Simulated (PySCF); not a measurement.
A structure optimised at B3LYP-D3(BJ)/def2-SVP, used in a PySCF frequency run:

```xyz
14

O      1.1485     2.5054    -1.1212
Si     0.4608     0.9808    -1.0964
C      1.5951    -0.5314    -1.1178
C      1.2642    -1.2162     0.0082
Si    -0.0613    -0.1746     0.8971
Si    -2.1322    -1.2459     1.1916
H      1.7940     2.6994    -0.4311
H     -0.5342     1.0312    -2.2012
H      2.3379    -0.8924    -1.8427
H      1.6983    -2.1920     0.2668
H      0.4021     0.3962     2.2022
H     -3.1485    -0.2822     1.7120
H     -2.6059    -1.7757    -0.1219
H     -2.0292    -2.3867     2.1519
```

Question: Write its SMILES and formula.

Answer: O[Si@H]1C=C[Si@@H]1[SiH3], C2H8OSi3

Question: What are its rotational constants (standard atomic weights)?

Answer: 3.3506, 1.0238, 0.88951 GHz
